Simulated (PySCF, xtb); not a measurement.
HSe, SMILES [SeH] (connectivity only; charge and spin as stated), charge -1, multiplicity 1.

Harmonic wavenumbers (cm⁻¹) from GFN2-xTB run with xtb at its own minimum, in rising order: 2469.

**Question.** What does PBE-D3(BJ)/def2-TZVPD run with PySCF give at its own minimum? (An estimate is asked for; the answer gives what the named calculation found.)

**Answer.** 2304. Paired by order, the mean absolute difference is 166 cm⁻¹ and the zero-point energies are 3.5 and 3.3 kcal/mol.
